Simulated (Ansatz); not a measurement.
Pulling on the Al1–O2 bond in AlO (multiplicity 2 held). Energies count from the point at 1.627 Å.


Restricted levels (R-, RO-) in cc, def2 and unpolarised 6-31G sets keep to the state of the molecule at rest. Unrestricted levels (U-) break spin symmetry where that is lower. Curves can end on different states.

Cores are frozen in the correlated methods.

Programs: Ansatz (a quantum-chemistry and plane-wave program). 

Energies in eV.

| R (Å) | U-HF/cc-pV(T+d)Z | RO-r2SCAN/cc-pV(T+d)Z | U-r2SCAN/cc-pV(T+d)Z | RO-B3LYP/cc-pV(T+d)Z | U-B3LYP/cc-pV(T+d)Z | U-CCSD/cc-pV(T+d)Z |
|---|---|---|---|---|---|---|
| 1.302 | 3.71 | 3.53 | 3.55 | 3.52 | 3.55 | 3.03 |
| 1.465 | 0.96 | 0.57 | 0.59 | 0.59 | 0.60 | 0.03 |
| 1.627 | 0.00 | 0.00 | 0.00 | 0.00 | 0.00 | 0.00 |
| 1.790 | -0.17 | 0.41 | 0.38 | 0.35 | 0.33 | -0.28 |
| 1.953 | 0.13 | 1.13 | 1.00 | 0.98 | 0.78 | -0.03 |
| 2.197 | 0.90 | 2.19 | 1.67 | 1.95 | 1.43 | 0.69 |
| 2.441 | 1.73 | 3.07 | 2.40 | 2.78 | 2.16 | 1.49 |
| 2.848 | 2.53 | 4.19 | 3.46 | 3.89 | 3.23 | 2.68 |
| 3.255 | 2.66 | 4.95 | 4.20 | 4.68 | 3.96 | 3.46 |
| 3.743 | 2.69 | 5.50 | 4.69 | 5.29 | 4.43 | 3.96 |
| 4.394 | 2.70 | 5.89 | 4.99 | 5.77 | 4.75 | 3.99 |
| 5.208 | 2.71 | 6.12 | 5.16 | 6.08 | 4.94 | 4.00 |
| 6.510 | 2.72 | 6.27 | 5.25 | 6.31 | 5.05 | 4.01 |

Doubts at one or more of the structures used: a spin-contaminated determinant (U-HF/cc-pV(T+d)Z, U-r2SCAN/cc-pV(T+d)Z, U-B3LYP/cc-pV(T+d)Z, U-CCSD/cc-pV(T+d)Z); a restricted determinant that unrestricted orbitals would lower (RO-r2SCAN/cc-pV(T+d)Z, RO-B3LYP/cc-pV(T+d)Z); T1 above 0.05 (U-CCSD/cc-pV(T+d)Z); the program's own flag: large difference (U-CCSD/cc-pV(T+d)Z).
